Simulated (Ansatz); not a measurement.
Coupled-cluster diagnostics for Mg₂O₃H₂, Ansatz.

Geometry of the singlet (r2SCAN-D4/def2-SVP):

```xyz
7

Mg   -0.358   -0.456   -0.952
Mg    0.774    0.986    2.067
O     0.828    0.588    0.167
O    -0.409   -0.069    0.944
O    -0.935   -1.169   -2.459
H     1.317    1.678    3.516
H    -1.216   -1.558   -3.282
```

Correlated methods freeze 5 core orbitals; core or outer-core shells of Mg are correlated, in sets that lack core-valence functions. Another isomer (singlet) lies 1.86 eV lower at PBE0-D4/def2-TZVP; other spin states weren't run for this one.

Estimate the CCSD(T) correlation energy, the shares of MP2 and (T), T1 and the reference's ⟨S²⟩ for: charge 0, singlet, own geometry in def2-TZVPP; and the rough time on 4 threads of AMD EPYC 9B14 on a shared host.


```json
{"state": "charge 0, singlet, own geometry", "basis": "def2-TZVPP", "correlation (eV)": "-32.263", "MP2 share (%)": "95.8", "(T) share (%)": "3.0", "T1": "0.012", "⟨S²⟩ (pure)": "0.00 (0.00)", "wall time": "53 s", "remarks": "restricted SCF unstable"}
```
Customary marks for T1 are 0.02 (closed shells), 0.045 (open shells) and about 0.05 (3d metals). T1 stays under 0.02 throughout.
